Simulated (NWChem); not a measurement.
CH$_{3}$ClGa cation; SMILES [CH3][Ga+][Cl]

```xyz
6

Ga     0.0000     0.0000     0.3668
C      0.0000     0.0000     2.2921
H      0.4089    -0.9752     2.6250
H     -1.0491     0.1335     2.6250
H      0.6401     0.8418     2.6250
Cl     0.0000     0.0000    -1.7045
```
Atoms are numbered in this order, from 1.

Computed with NWChem. Structure relaxed at the PBE-D3(BJ)/def2-SVP level. Static field.

```json
[
 {"level": "PBE/aug-cc-pVDZ", "isotropic polarisability (bohr³)": "48.5", "anisotropy (bohr³)": "39.1"},
 {"level": "B3LYP/aug-cc-pVDZ", "isotropic polarisability (bohr³)": "47.6", "anisotropy (bohr³)": "38.1"},
 {"level": "LDA (Slater exchange, VWN5)/aug-cc-pVDZ", "isotropic polarisability (bohr³)": "48.9", "anisotropy (bohr³)": "40.0"},
 {"level": "LC-BLYP (range parameter 0.33 per bohr)/aug-cc-pVDZ", "isotropic polarisability (bohr³)": "46.8", "anisotropy (bohr³)": "36.1"}
]
```
